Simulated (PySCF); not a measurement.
C₈H₁₅B.
SMILES: `CB(C(C)=C=C(C)C)C`

Method: PBE0-D3(BJ)/def2-SVP geometry optimisation, gas phase in PySCF 2.14.0.

Masses are those of the commonest isotopes; rigid-rotor values at the optimised geometry. 

(1) What are A, B and C (MHz)?

(2) What kind of rotor is it?

(3) Is it planar, by Δ = Ic − Ia − Ib?

(4) Give the other two planar moments, Paa and Pbb, and the rms extents of the mass along the axes.

(5) Give the coordinates in the principal-axis frame, origin at the centre of mass.

(6) Predict some low-J microwave lines.

Answers

(1) Ia = 216.01, Ib = 575.32, Ic = 669.36 u·Å²; 505379 MHz·u·Å²/I gives A = 2340, B = 878.4, C = 755.0 MHz.

(2) An asymmetric top: κ = (2 × 878.4 − 2340 − 755.0)/(2340 − 755.0) = -0.84.

(3) Not planar: Δ = Ic − Ia − Ib = -121.97 u·Å². For a rigid frame Δ = −2 Σ m c², so Σ m c² = 60.98 u·Å² lies off the ab plane: 21.34 from hydrogen and 39.64 from heavier atoms. The atom farthest from that plane is 2.17 Å away.

(4) Paa = Σ m a² = (Ib + Ic − Ia)/2 = 514.33 and Pbb = Σ m b² = (Ia + Ic − Ib)/2 = 155.02 u·Å². With the mass M = 122.13 u, the rms extents √(P/M) along a, b and c are 2.05, 1.13, 0.71 Å.

(5) The sense of each axis is arbitrary; atoms in the order of the calculation.
| atom | mass (u) | a (Å) | b (Å) | c (Å) |
| --- | --- | --- | --- | --- |
| C1 | 12.000 | -1.223 | 2.017 | 0.029 |
| B2 | 11.009 | -1.688 | 0.516 | 0.003 |
| C3 | 12.000 | -3.227 | 0.168 | -0.043 |
| C4 | 12.000 | -0.658 | -0.668 | 0.019 |
| C5 | 12.000 | -1.106 | -2.113 | 0.032 |
| C6 | 12.000 | 0.628 | -0.358 | 0.007 |
| C7 | 12.000 | 1.895 | -0.017 | -0.007 |
| C8 | 12.000 | 2.642 | 0.179 | -1.301 |
| C9 | 12.000 | 2.667 | 0.202 | 1.268 |
| H10 | 1.008 | -1.680 | 2.567 | -0.813 |
| H11 | 1.008 | -0.135 | 2.172 | 0.010 |
| H12 | 1.008 | -1.631 | 2.498 | 0.937 |
| H13 | 1.008 | -3.449 | -0.392 | -0.970 |
| H14 | 1.008 | -3.894 | 1.041 | -0.004 |
| H15 | 1.008 | -3.501 | -0.519 | 0.776 |
| H16 | 1.008 | -1.717 | -2.341 | -0.856 |
| H17 | 1.008 | -1.741 | -2.320 | 0.909 |
| H18 | 1.008 | -0.258 | -2.812 | 0.051 |
| H19 | 1.008 | 3.048 | 1.203 | -1.360 |
| H20 | 1.008 | 3.499 | -0.512 | -1.363 |
| H21 | 1.008 | 1.998 | 0.011 | -2.174 |
| H22 | 1.008 | 2.040 | 0.052 | 2.156 |
| H23 | 1.008 | 3.076 | 1.226 | 1.300 |
| H24 | 1.008 | 3.525 | -0.489 | 1.326 |

(6) The dipole components are |μa| = 0.78 D, |μb| = 0.17 D, |μc| = 0.02 D. The squared components, which scale the intensities, stand as 1.00 : 0.05 : 0.00 (a : b : c). Some lines, for components of 0.1 D or more:

| type | branch | J(Ka,Kc) | MHz | lower level (cm⁻¹) |
| --- | --- | --- | --- | --- |
| b | R | 3(1,2) ← 2(2,1) | 697 | 0.367 |
| b | Q | 1(1,0) ← 1(0,1) | 1585 | 0.054 |
| a | R | 1(0,1) ← 0(0,0) | 1633 | 0.000 |
| b | Q | 3(1,2) ← 3(0,3) | 1926 | 0.326 |
| b | R | 1(1,1) ← 0(0,0) | 3095 | 0.000 |
| a | R | 2(1,1) ← 1(1,0) | 3390 | 0.107 |
| b | R | 2(1,2) ← 1(0,1) | 4605 | 0.054 |
| a | R | 3(1,3) ← 2(1,2) | 4711 | 0.208 |
| a | R | 3(0,3) ← 2(0,2) | 4871 | 0.163 |
| a | R | 3(2,2) ← 2(2,1) | 4900 | 0.367 |
| b | Q | 3(2,2) ← 3(1,3) | 4943 | 0.365 |
| b | Q | 3(3,0) ← 3(2,1) | 7582 | 0.531 |
| b | R | 2(2,1) ← 1(1,0) | 7774 | 0.107 |
| b | R | 3(2,2) ← 2(1,1) | 9284 | 0.220 |
| b | R | 3(2,1) ← 2(1,2) | 9691 | 0.208 |
| b | R | 3(3,1) ← 2(2,0) | 12512 | 0.367 |
| b | R | 3(3,0) ← 2(2,1) | 12520 | 0.367 |

Stationary, but not proved a minimum. Zero-point vibration and centrifugal distortion are left out. A rigid rotor knows nothing of internal rotation, which can split or shift real lines. Quadrupole hyperfine structure (11B) is left out.

Conformer computed: `[CH3:1][B:2]([CH3:3])[C:4]([CH3:5])=[C:6]=[C:7]([CH3:8])[CH3:9]`: C1–B2–C4–C5 178°.
